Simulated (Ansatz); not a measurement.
Job for Ansatz (a quantum-chemistry and plane-wave program): R-wB97M-V/def2-TZVPP on C2H6Ge (SMILES C=[CH][GeH3]), a point of a torsion scan.

Ansatz 0.2 input:
```yaml
crystal:
  periodic: [false, false, false]
  atoms:
    - {symbol: C, position_ang: [1.56389673, -0.14920834, -0.27871423]}
    - {symbol: C, position_ang: [0.55458825, 0.03436218, 0.55698385]}
    - {symbol: Ge, position_ang: [-1.31391427, 0.07320381, 0.01165467]}
    - {symbol: H, position_ang: [1.39902030, -0.32285406, -1.33109502]}
    - {symbol: H, position_ang: [2.59473884, -0.14754061, 0.04336958]}
    - {symbol: H, position_ang: [0.76421621, 0.20490785, 1.60597631]}
    - {symbol: H, position_ang: [-1.60098083, -0.96071346, -1.02685448]}
    - {symbol: H, position_ang: [-1.69839475, 1.40160586, -0.55564153]}
    - {symbol: H, position_ang: [-2.20097591, -0.18482719, 1.18634522]}
basis:
  gaussian:
    orbitals: def2-TZVPP
hamiltonian:
  xc: {name: wB97M-V}
scf: {lower_state_search: off}
```

The head of its log:

```
WARN ansatz: RAYON_NUM_THREADS=1 ignored (pool sized by the plan → 1); use --threads N
Functional definition: wB97M-V
these checks for a lower state are left out or cut short: stability, starts, cluster_reference, orbital_swaps, neighbouring_geometries, increment
integrals: 0.13 GiB planned
1100 factors; their error is unknown
integrals: 0.17 GiB planned
266 factors; integrals over basis functions are off by at most 9.1e-6 eV
mean field: 1.17 GiB planned
mean field evaluation 1: about -58681.8302 eV, gradient 3.9e1 eV
mean field evaluation 2: about -58683.1083 eV, gradient 3.2e1 eV
```

**Question.** What total energy does the run end on?

**Answer.** -2156.6414 hartree.
